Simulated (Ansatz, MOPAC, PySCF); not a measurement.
Species: SiHCl (charge 0, singlet). SMILES: [SiH]Cl
Structure (B3LYP-D3(BJ)/def2-TZVP (Ansatz, a program for electronic structure) minimum search):
```xyz
3

Si     0.7933    -0.2087     0.7471
H      1.8312    -0.4893    -0.3363
Cl    -0.7611     0.2007    -0.5955
```
Charge 0, spin multiplicity 1.

Property: vertical electron affinity to the doublet, in eV. Set-up: each state is the SCF solution reached for its charge and spin; 6-31G* and kin with 6d, 5d where marked; frozen cores in correlated levels; no dispersion term unless named; non-relativistic; no spin-orbit coupling; UHF or UKS for open shells; 6-311+G** with 5d, 6d on Na to Ar in Ansatz. First-principles rows: single points at B3LYP-D3(BJ) geometries (Ansatz). Semi-empirical rows: differences of heats of formation at the shared geometry for vertical values. Sets without +, aug- or the D of def2-TZVPD hold no diffuse functions, which anions need. The Hartree-Fock reference of [SiH]Cl (SiHCl) is unstable towards a lower, spin-broken solution.

```json
[
 {"level": "PM6", "program": "MOPAC", "vertical electron affinity to the doublet (eV)": "1.92"},
 {"level": "HF/6-31G*", "program": "Ansatz", "vertical electron affinity to the doublet (eV)": "0.52"},
 {"level": "PBE/6-31G*", "program": "Ansatz", "vertical electron affinity to the doublet (eV)": "0.85"},
 {"level": "PBE/6-311+G**", "program": "Ansatz", "vertical electron affinity to the doublet (eV)": "1.15"},
 {"level": "B3LYP/6-31G*", "program": "Ansatz", "vertical electron affinity to the doublet (eV)": "0.85"},
 {"level": "M06-2X/6-31G* (5d)", "program": "PySCF", "vertical electron affinity to the doublet (eV)": "0.83"},
 {"level": "MP2/6-31G*", "program": "Ansatz", "vertical electron affinity to the doublet (eV)": "0.50"},
 {"level": "PBE/def2-TZVPD", "program": "Ansatz", "vertical electron affinity to the doublet (eV)": "1.04"},
 {"level": "M06-2X/def2-TZVPD", "program": "PySCF", "vertical electron affinity to the doublet (eV)": "0.96"},
 {"level": "wB97M-V/def2-TZVPD", "program": "Ansatz", "vertical electron affinity to the doublet (eV)": "0.85"}
]
```

No value to compare with is used here. The 7 habitual levels span 0.50 (MP2/6-31G*) to 1.92 eV (PM6); wB97M-V/def2-TZVPD gives 0.85.

The levels are drawn from those run, B3LYP/6-31G* more often than the rest, none by its result; left out are runs that failed, that the program found above a lower state of the same kind, or whose <S^2> lies over 0.5 above the pure value.
